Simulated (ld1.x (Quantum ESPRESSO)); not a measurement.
u(r) = r·R(r): atom against pseudo-atom (B)

Columns: radius, all-electron u(r) and pseudo u(r) of the 2s shell (level -25.39 eV) of boron in the configuration [He] 2s1.5 2p0; PBE, scalar-relativistic, TM scheme, ld1.x (Quantum ESPRESSO) 7.5.

| r (bohr) | all-electron | pseudo |
| --- | --- | --- |
| 0.175 | 0.3528 | -0.0816 |
| 0.350 | 0.1749 | -0.1752 |
| 0.525 | -0.1147 | -0.2917 |
| 0.700 | -0.3784 | -0.4343 |
| 0.875 | -0.5767 | -0.5854 |
| 1.050 | -0.7089 | -0.7092 |
| 1.225 | -0.7809 | -0.7809 |
| 1.400 | -0.8033 | -0.8033 |
| 1.575 | -0.7885 | -0.7885 |
| 1.750 | -0.7481 | -0.7481 |
| 1.925 | -0.6919 | -0.6919 |
| 2.100 | -0.6275 | -0.6275 |
| 2.275 | -0.5604 | -0.5604 |
| 2.450 | -0.4944 | -0.4944 |
| 2.625 | -0.4319 | -0.4319 |
| 2.800 | -0.3742 | -0.3742 |
| 2.975 | -0.3219 | -0.3219 |
| 3.150 | -0.2752 | -0.2752 |
| 3.325 | -0.2339 | -0.2339 |
| 3.500 | -0.1978 | -0.1978 |
| 3.675 | -0.1666 | -0.1666 |
| 3.850 | -0.1397 | -0.1397 |
| 4.025 | -0.1166 | -0.1166 |
| 4.200 | -0.0971 | -0.0971 |
| 4.375 | -0.0806 | -0.0806 |
| 4.550 | -0.0667 | -0.0667 |

(1) How many radial nodes do the two functions have?

(2) At about which radius was the pseudo-wave matched?

(3) Where does each function peak?

(4) Is the pseudo-wave norm-conserving?

Results:

(1) The all-electron 2s function has n − l − 1 = 1; the pseudo-wave has 0, since the states of the same l below it are removed with the core.

(2) 1.20 bohr, where the columns begin to agree (steps of 0.17 bohr).

(3) Outermost all-electron maximum near 1.40 bohr, pseudo maximum near 1.40 bohr (to the table’s step).

(4) Yes: the TM scheme keeps the norm inside the radius equal to the all-electron one, which fixes the energy derivative of the logarithmic derivative at the level.
